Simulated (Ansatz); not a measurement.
`C[O][Al]([OH])[Cl]` + H₂ → `C[O][AlH][Cl]` + H₂O at 600 K and 1 bar (hydrogenolysis of the Al–O bond).

Computed with Ansatz on PBE0-D4/def2-TZVP structures; ΔE is electronic, products minus reactants. CCSD(T)/CBS adds triple-zeta CCSD(T) − MP2 to the extrapolated MP2 energy (def2 sets, frozen cores). This one scheme is used for every species. One conformer a species, not always the lowest.

```tsv
species	CCSD(T)/CBS energy (Eh)	H − E (kJ/mol)	S (J/(mol·K))
`C[O][Al]([OH])[Cl]`	-892.77869	211.5	449.4
H₂	-1.17544	43.9	150.8
`C[O][AlH][Cl]`	-817.53357	183.2	404.7
H₂O	-76.37941	76.8	212.8
```

H − E and S are ideal-gas, rigid-rotor, harmonic terms from PBE0-D4/def2-TZVP, for one conformer and one mirror image of each species. The MP2-based limit puts H₂ 0.8 mEh under its directly extrapolated value; such offsets cancel only in part. 1 Eh = 2625.50 kJ/mol, R = 8.31446 J/(mol·K).

By hand: ΔE, ΔH, ΔS and ΔG.

ΔE = (-817.53357) + (-76.37941) − (-892.77869) − (-1.17544) = 0.04115 Eh = 108.0 kJ/mol. Δ(H − E) = 183.2 + 76.8 − 211.5 − 43.9 = 4.6, so ΔH = 112.6 kJ/mol. ΔS = 404.7 + 212.8 − 449.4 − 150.8 = 17.3 J/(mol·K). ΔG = 112.6 − 600 × (17.3)/1000 = 102.2 kJ/mol.

By hand: the equilibrium constant, and the temperature at which ΔG would vanish if ΔH and ΔS stayed fixed.

log₁₀ K = −ΔG/(RT ln 10) = -8.9. ΔG = 0 at ΔH/ΔS = 6509 K, far beyond where these terms or the molecules hold.

ΔH outweighs TΔS. A doubt of 5 kJ/mol in ΔE shifts log₁₀ K by 0.4 here. Other conformers and mirror images would add mixing entropy, several J/(mol·K) or more a flexible species. These are equilibria of isolated gas molecules and say nothing of rates. Largest T1 diagnostic: 0.011 (customary marks: 0.02 for closed shells, 0.045 for open ones).
